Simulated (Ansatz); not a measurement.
CH2FGeO (charge +1), closed shell: a single point displaced at random from a GFN2-xTB minimum.

The input file, in.yaml:

```yaml
crystal:
  periodic: [false, false, false]
  atoms:
    - {symbol: O, position_ang: [0.068800, -1.006900, -1.737600]}
    - {symbol: C, position_ang: [0.809800, -0.614600, -1.170000]}
    - {symbol: Ge, position_ang: [-0.141900, 0.527200, 0.806800]}
    - {symbol: F, position_ang: [-1.862800, 0.201500, 0.421200]}
    - {symbol: H, position_ang: [1.864100, -0.303600, -0.885700]}
    - {symbol: H, position_ang: [-0.693000, 1.099800, 2.304800]}
basis:
  gaussian: {orbitals: def2-TZVPP}
total_charge: 1
hamiltonian: {xc: r2scan, dispersion: d4}
output: {forces: true}
```

An equivalent command:

```bash
ansatz run in.yaml --threads 4 --pin off --events-out ev --progress --plain
```

The run's output (Ansatz 0.2.0):

```
Functional definition: r2SCAN
  name "r2SCAN"
  cite "Furness, Kaplan, Ning, Perdew & Sun, J. Phys. Chem. Lett. 11, 8208 (2020) doi:10.1021/acs.jpclett.0c02405"
  cite "Furness, Kaplan, Ning, Perdew & Sun, J. Phys. Chem. Lett. 11, 9248 (2020) doi:10.1021/acs.jpclett.0c03077"
  parent r2scan
  parameter k0 = 0.174
  parameter k1 = 0.065
  parameter a1 = 4.9479
  exchange = r2scan_x(k0 = k0, k1 = k1, a1 = a1)
  correlation = r2scan_c
963 factors; their error is unknown
mean field evaluation 1: about -62318.3880 eV, gradient 1.1e2 eV
mean field evaluation 2: about -62037.4898 eV, gradient 3.1e2 eV
mean field evaluation 4: about -62334.7003 eV, gradient 5.3e1 eV
mean field evaluation 8: about -62340.1374 eV, gradient 6.4e-1 eV
mean field evaluation 16: about -62340.1252 eV, gradient 3.9e-3 eV
mean field -62340.12522720 eV, -2290.9573464451 hartree, gradient 8.8e-5 eV, S^2 0.000000; 0 other end points of the search recorded, 0 dependent functions left out
the calculation of the forces begins
reference -62340.12523620 eV, -2290.9573467760 hartree; 28, 28 occupied and 141, 141 virtual orbitals, 963 factors
Total energy: -62340.14582280 eV, -2290.9581033195 hartree
Atom 0 at     0.068800    -1.006900    -1.737600 Å, force   -15.999836    -8.903939   -12.693861 eV/Å
Atom 1 at     0.809800    -0.614600    -1.170000 Å, force    17.584775     9.662055    13.219461 eV/Å
Atom 2 at    -0.141900     0.527200     0.806800 Å, force    -3.402341     0.484381     2.006888 eV/Å
Atom 3 at    -1.862800     0.201500     0.421200 Å, force     1.790161     0.075551    -0.219643 eV/Å
Atom 4 at     1.864100    -0.303600    -0.885700 Å, force    -1.048938    -0.994879    -1.139339 eV/Å
Atom 5 at    -0.693000     1.099800     2.304800 Å, force     1.076178    -0.323170    -1.173506 eV/Å
Dipole moment:     1.306750    -0.115034    -0.350006 e Å
```

The lines “mean field evaluation” count trial sets of orbitals through the whole run, from several starts and some on an approximate energy, so they need not fall steadily or lie above the final value.

Hardware: 4 CPU threads, shared host. Wall time about 2.4 s.
